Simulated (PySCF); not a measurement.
SMILES C[Si](C)[Te][Si](C)(C)C (C₅H₁₅Si₂Te), doublet, GFN2-xTB optimised geometry.

```
23

C     -0.73     2.46    -1.76
Si    -0.93     1.71     0.00
C     -2.73     2.09     0.52
Te    -0.68    -0.81     0.00
Si     1.82    -0.81     0.00
C      2.56     0.01    -1.55
C      2.51     0.09     1.53
C      2.35    -2.63     0.04
H      0.23     2.21    -2.19
H     -0.82     3.54    -1.75
H     -1.50     2.07    -2.42
H     -2.92     3.16     0.57
H     -3.43     1.66    -0.20
H     -2.96     1.67     1.49
H      2.38     1.08    -1.55
H      2.13    -0.39    -2.46
H      3.64    -0.14    -1.61
H      2.17    -0.38     2.45
H      3.60     0.09     1.55
H      2.18     1.13     1.55
H      3.43    -2.73     0.06
H      1.95    -3.13     0.92
H      1.99    -3.16    -0.84
```

Density from unrestricted B3LYP/def2-SVP, def2 effective core potentials past Kr in PySCF 2.14.0 at that geometry. The core electrons that the potentials of Te replace are not part of the density.

Minimum of the electron density along straight lines between bonded atoms, close to the bond critical point (lines longer than 1.1 times the sum of covalent radii, or with two minima, are not listed):

```json
[
 {"bond": "C1–Si2", "length / Å": "1.917", "ρ at the minimum / e bohr⁻³": "0.108", "∇²ρ there / e bohr⁻⁵": "0.29", "position (fraction from the first atom)": "0.62"},
 {"bond": "Si2–C3", "length / Å": "1.911", "ρ at the minimum / e bohr⁻³": "0.109", "∇²ρ there / e bohr⁻⁵": "0.30", "position (fraction from the first atom)": "0.38"},
 {"bond": "Si2–Te4", "length / Å": "2.532", "ρ at the minimum / e bohr⁻³": "0.076", "∇²ρ there / e bohr⁻⁵": "(withheld)", "position (fraction from the first atom)": "0.38"},
 {"bond": "Te4–Si5", "length / Å": "2.507", "ρ at the minimum / e bohr⁻³": "0.079", "∇²ρ there / e bohr⁻⁵": "-0.07", "position (fraction from the first atom)": "0.66"},
 {"bond": "Si5–C6", "length / Å": "1.906", "ρ at the minimum / e bohr⁻³": "0.111", "∇²ρ there / e bohr⁻⁵": "0.30", "position (fraction from the first atom)": "0.38"},
 {"bond": "Si5–C7", "length / Å": "1.905", "ρ at the minimum / e bohr⁻³": "0.111", "∇²ρ there / e bohr⁻⁵": "0.30", "position (fraction from the first atom)": "0.38"},
 {"bond": "Si5–C8", "length / Å": "1.899", "ρ at the minimum / e bohr⁻³": "0.112", "∇²ρ there / e bohr⁻⁵": "0.31", "position (fraction from the first atom)": "0.38"},
 {"bond": "C1–H9", "length / Å": "1.085", "ρ at the minimum / e bohr⁻³": "0.274", "∇²ρ there / e bohr⁻⁵": "-0.99", "position (fraction from the first atom)": "0.63"},
 {"bond": "C1–H10", "length / Å": "1.086", "ρ at the minimum / e bohr⁻³": "0.273", "∇²ρ there / e bohr⁻⁵": "-0.98", "position (fraction from the first atom)": "0.62"},
 {"bond": "C1–H11", "length / Å": "1.088", "ρ at the minimum / e bohr⁻³": "0.271", "∇²ρ there / e bohr⁻⁵": "-0.97", "position (fraction from the first atom)": "0.63"},
 {"bond": "C3–H12", "length / Å": "1.086", "ρ at the minimum / e bohr⁻³": "0.273", "∇²ρ there / e bohr⁻⁵": "-0.98", "position (fraction from the first atom)": "0.62"},
 {"bond": "C3–H13", "length / Å": "1.088", "ρ at the minimum / e bohr⁻³": "0.271", "∇²ρ there / e bohr⁻⁵": "-0.97", "position (fraction from the first atom)": "0.62"},
 {"bond": "C3–H14", "length / Å": "1.085", "ρ at the minimum / e bohr⁻³": "0.275", "∇²ρ there / e bohr⁻⁵": "-1.00", "position (fraction from the first atom)": "0.63"},
 {"bond": "C6–H15", "length / Å": "1.086", "ρ at the minimum / e bohr⁻³": "0.273", "∇²ρ there / e bohr⁻⁵": "-0.97", "position (fraction from the first atom)": "0.62"},
 {"bond": "C6–H16", "length / Å": "1.086", "ρ at the minimum / e bohr⁻³": "0.273", "∇²ρ there / e bohr⁻⁵": "-0.98", "position (fraction from the first atom)": "0.63"},
 {"bond": "C6–H17", "length / Å": "1.086", "ρ at the minimum / e bohr⁻³": "0.272", "∇²ρ there / e bohr⁻⁵": "-0.97", "position (fraction from the first atom)": "0.62"},
 {"bond": "C7–H18", "length / Å": "1.085", "ρ at the minimum / e bohr⁻³": "0.273", "∇²ρ there / e bohr⁻⁵": "-0.99", "position (fraction from the first atom)": "0.63"},
 {"bond": "C7–H19", "length / Å": "1.086", "ρ at the minimum / e bohr⁻³": "0.272", "∇²ρ there / e bohr⁻⁵": "-0.97", "position (fraction from the first atom)": "0.62"},
 {"bond": "C7–H20", "length / Å": "1.086", "ρ at the minimum / e bohr⁻³": "0.273", "∇²ρ there / e bohr⁻⁵": "-0.98", "position (fraction from the first atom)": "0.63"},
 {"bond": "C8–H21", "length / Å": "1.086", "ρ at the minimum / e bohr⁻³": "0.272", "∇²ρ there / e bohr⁻⁵": "-0.97", "position (fraction from the first atom)": "0.62"},
 {"bond": "C8–H22", "length / Å": "1.085", "ρ at the minimum / e bohr⁻³": "0.273", "∇²ρ there / e bohr⁻⁵": "-0.98", "position (fraction from the first atom)": "0.62"}
]
```

Question: Some entries are withheld; supply them.

Answer: 
- Si2–Te4, ∇²ρ there / e bohr⁻⁵: -0.10
